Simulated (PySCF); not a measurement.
## Bonding in `CC[SiH]1CCPCC1`

C6H15PSi.
Atom-mapped SMILES: `[CH3:1][CH2:2][SiH:3]1[CH2:4][CH2:5][PH:6][CH2:7][CH2:8]1` (hydrogens: H9, H10, H11 on C1; H12, H13 on C2; H14 on Si3; H15, H16 on C4; H17, H18 on C5; H19 on P6; H20, H21 on C7; H22, H23 on C8)

Geometry (GFN2-xTB, Å), atoms numbered from 1 in this order:
```xyz
23
C6H15PSi angstrom
C     -3.1137   -0.5569    0.3602
C     -2.1221   -0.0910   -0.6967
Si    -0.4608    0.4393    0.0606
C      0.7302    1.0457   -1.2916
C      2.1247    1.2942   -0.7308
P      2.9887   -0.1840   -0.0114
C      1.8211   -0.6548    1.3550
C      0.4026   -1.0175    0.9295
H     -4.0661   -0.8328   -0.0893
H     -3.2957    0.2335    1.0839
H     -2.7276   -1.4216    0.8940
H     -1.9759   -0.8894   -1.4253
H     -2.5534    0.7484   -1.2417
H     -0.6706    1.5249    1.0405
H      0.3662    1.9706   -1.7437
H      0.7975    0.3127   -2.0986
H      2.0930    2.0515    0.0588
H      2.7899    1.6791   -1.5119
H      2.4800   -1.1003   -0.9436
H      2.2919   -1.4966    1.8754
H      1.8094    0.1854    2.0565
H     -0.1564   -1.3289    1.8147
H      0.4425   -1.8845    0.2655
```

Bond orders from the PBE0/pcSseg-1 density (PySCF). Geometry: GFN2-xTB, one conformer, isolated molecule.

Task: Where do the orders between heavy atoms depart from those drawn in the SMILES?

Result: The largest departure is 0.095, at C8–Si3 (drawn single, 0.905) and Si3–C4 (drawn single, 0.907).

Task: Set the Mayer orders of the bonds between heavy atoms beside their lengths.

Result: 
| bond | drawn as | length (Å) | Mayer order |
| --- | --- | --- | --- |
| C1–C2 | single | 1.522 | 1.055 |
| C2–Si3 | single | 1.901 | 0.925 |
| Si3–C4 | single | 1.901 | 0.907 |
| C4–C5 | single | 1.523 | 1.024 |
| C5–P6 | single | 1.857 | 0.977 |
| P6–C7 | single | 1.858 | 0.978 |
| C7–C8 | single | 1.525 | 1.025 |
| C8–Si3 | single | 1.903 | 0.905 |

Bonds between the same two heavy elements. C–C: lowest C4–C5 and C7–C8 (1.024, 1.523 Å), highest C1–C2 (1.055, 1.522 Å). C–Si: lowest C8–Si3 and Si3–C4 (0.905, 1.903 Å), highest C2–Si3 (0.925, 1.901 Å). C–P: all 2 within 0.02 of one another (0.977 to 0.978). Bonds named together lie within 0.004.

Task: And the bonds to hydrogen?

Result: C–H: 0.94 to 0.97 (13 bonds); H–Si: 0.96 (1 bond); H–P: 0.94 (1 bond).

Task: Sum the orders of all bonds at each heavy atom with more than one neighbour and set the sums beside the valence in the SMILES.

Result: C1 3.955 (drawn 4), C2 3.868 (drawn 4), Si3 3.693 (drawn 4), C4 3.811 (drawn 4), C5 3.887 (drawn 4), P6 2.891 (drawn 3), C7 3.889 (drawn 4), C8 3.806 (drawn 4). Orders between atoms that aren't bonded are not in these sums.

For a closed shell the Mayer order of atoms A and B is Σ (PS)μν (PS)νμ over the basis functions μ on A and ν on B, with P the density and S the overlap matrix.

These values come from a run that also computed NMR shieldings. Cost: about 1.9 min of CPU time on one thread; the machine was shared, so the figure is rough.
